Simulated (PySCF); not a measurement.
Job file and geometry (Å, from GFN2-xTB) of an NMR shielding run on `InChI=1S/C4H10BFS/c6-5-7-3-1-2-4-7/h1-5H2`, PySCF, GIAO PBE0/pcSseg-1 NMR shielding, non-relativistic, gas phase; density fitting, a coarse starting grid and PySCF grid level 2 are the driver's defaults:

```
$ OMP_NUM_THREADS=1 python probes_run.py task.json out

{"job": {"kind": "nmr", "xc": "PBE0", "basis": "pcSseg-1"}, "charge": 0, "multiplicity": 1}
F      1.951737    -1.012092    -0.491812
B      2.367183     0.189412     0.021724
S      0.603992     1.143303     0.506834
C     -0.346486     0.904704    -1.047982
C     -1.108365    -0.401840    -0.892876
C     -1.537459    -0.472218     0.568045
C     -0.278494    -0.211585     1.377001
H      2.840627     0.913116    -0.789162
H      2.904648     0.091945     1.074204
H     -1.014099     1.760492    -1.143517
H      0.356983     0.890684    -1.876008
H     -1.961206    -0.434599    -1.571160
H     -0.447320    -1.238920    -1.119633
H     -2.282394     0.298695     0.775577
H     -1.959983    -1.445040     0.818265
H      0.379522    -1.078703     1.385342
H     -0.475884     0.114675     2.395249
```

Q: Write the output of this run.

A: 
```
coarse grid: 14344 points
cycle   1  E = -680.7557385791  dE =  6.928e-01  |g| = 5.465e-01  |ddm| = 3.537e+00
cycle   2  E = -680.7122904984  dE =  4.345e-02  |g| = 7.922e-01  |ddm| = 1.367e+00
cycle   3  E = -680.8164138366  dE = -1.041e-01  |g| = 6.210e-02  |ddm| = 8.611e-01
cycle   4  E = -680.8171808467  dE = -7.670e-04  |g| = 2.538e-02  |ddm| = 7.747e-02
cycle   5  E = -680.8173304423  dE = -1.496e-04  |g| = 6.408e-03  |ddm| = 2.564e-02
cycle   6  E = -680.8173403893  dE = -9.947e-06  |g| = 1.364e-03  |ddm| = 9.246e-03
final grid: 133112 points
cycle   7  E = -680.8652185612  dE = -4.421e-05  |g| = 1.029e-02  |ddm| = 3.093e-02
cycle   8  E = -680.8651968006  dE =  2.176e-05  |g| = 1.402e-02  |ddm| = 2.165e-02
cycle   9  E = -680.8652445542  dE = -4.775e-05  |g| = 7.468e-04  |ddm| = 1.297e-02
cycle  10  E = -680.8652446813  dE = -1.271e-07  |g| = 2.511e-04  |ddm| = 8.727e-04
cycle  11  E = -680.8652446920  dE = -1.070e-08  |g| = 7.899e-05  |ddm| = 2.231e-04
cycle  12  E = -680.8652446931  dE = -1.108e-09  |g| = 1.886e-05  |ddm| = 9.226e-05
cycle  13  E = -680.8652446932  dE = -7.981e-11  |g| = 4.399e-06  |ddm| = 2.461e-05
converged SCF energy = -680.8652446932

GIAO shielding tensors (ppm)
atom      isotropic    diamagn.    paramagn.     s11        s22        s33       span
  0 F      404.044     475.305     -71.261    326.933    349.013    536.185    209.253
  1 B       97.865     184.172     -86.306     91.510     97.802    104.284     12.774
  2 S      452.725    1057.330    -604.605    267.170    469.809    621.195    354.026
  3 C      143.659     252.602    -108.944    103.064    157.582    170.331     67.268
  4 C      153.779     248.369     -94.589    128.841    161.062    171.435     42.595
  5 C      151.968     249.244     -97.276    123.694    160.776    171.434     47.739
  6 C      146.948     252.185    -105.236    104.878    163.909    172.057     67.179
  7 H       27.890      29.235      -1.345     24.206     27.287     32.177      7.972
  8 H       28.030      29.230      -1.200     24.056     27.366     32.669      8.613
  9 H       28.890      30.915      -2.024     23.004     26.593     37.074     14.071
 10 H       28.531      30.662      -2.131     24.009     26.271     35.313     11.304
 11 H       29.734      29.551       0.184     24.416     26.738     38.049     13.633
 12 H       29.554      30.534      -0.980     25.129     28.019     35.515     10.386
 13 H       30.198      30.761      -0.563     25.370     27.459     37.764     12.394
 14 H       29.415      29.514      -0.100     24.288     26.377     37.578     13.290
 15 H       28.404      30.870      -2.466     23.215     27.298     34.698     11.483
 16 H       28.785      30.310      -1.525     23.288     26.369     36.697     13.408
```

Size and cost of the density-fitted run: 176 basis functions, 42 s wall time on 1 thread of an Arm Neoverse N1, shared host; peak memory 0.81 GiB.
